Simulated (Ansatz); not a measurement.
Species: ZrF3 (charge +1, singlet). 
Coordinates optimised at B3LYP-D3(BJ)/def2-TZVP (Ansatz, a first-principles code):
```xyz
4

Zr     0.0186     0.2285     0.0750
F      1.7148    -0.4480    -0.2093
F     -0.8476    -0.7594     1.3748
F     -0.9498     0.1919    -1.4987
```
Charge +1, spin multiplicity 1.

Basis-set convergence of Hartree-Fock and MP2 correlation energies (hartree) with Ansatz. Valence correlation only, unless marked. No spin-orbit coupling. The frozen core is the preceding noble-gas configuration, with the filled d and f shells of earlier blocks. In def2 rows, elements after Kr have scalar-relativistic effective core potentials.

| basis | functions | E(HF) | E(corr, MP2) |
|---|---|---|---|
| def2-SVPD | 103 | -344.56010 | -0.69217 |
| def2-TZVPPD | 176 | ? | ? |

Q: Complete the blanks.

A: 
- def2-TZVPPD, E(HF): -344.94082
- def2-TZVPPD, E(corr, MP2): -0.87152
